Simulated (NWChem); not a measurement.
Species: sulfuric acid (H₂SO₄); SMILES S(=O)(O)(=O)O

```xyz
7

O      0.8219     0.9514     0.8070
S     -0.1913    -0.0002    -0.0011
O     -0.8532     0.7882    -1.0038
O     -0.8621    -0.7892     0.9952
O      0.8306    -0.9507    -0.7993
H      1.0828     1.6826     0.2249
H      1.0866    -1.6817    -0.2147
```
Atoms are numbered in this order, from 1.

Program: NWChem. Geometry optimised at PBE0/def2-SVP; all other runs use it. 

```json
[
 {"quantity": "−ε(HOMO) (eV)", "level": "PBE/def2-SVP", "value": "7.59"},
 {"quantity": "cavity-dispersion-structure term (kcal/mol) in n-hexane", "level": "PBE0/def2-SVP, SMD", "value": "[?]"},
 {"quantity": "anisotropy (bohr³), static", "level": "PBE/def2-SVPD", "value": "3.9"},
 {"quantity": "vertical, lowest excitation, singlet (eV)", "level": "PBE/def2-SVPD, TDA", "value": "6.77"},
 {"quantity": "dipole (D)", "level": "PBE0/def2-SVP", "value": "[?]"},
 {"quantity": "highest harmonic frequency (cm⁻¹)", "level": "PBE0/def2-SVP", "value": "[?]"}
]
```

Question: Some entries are withheld; supply them.

Answer: 
- cavity-dispersion-structure term (kcal/mol) in n-hexane, value: -1.8
- dipole (D), value: 3.04
- highest harmonic frequency (cm⁻¹), value: 3820
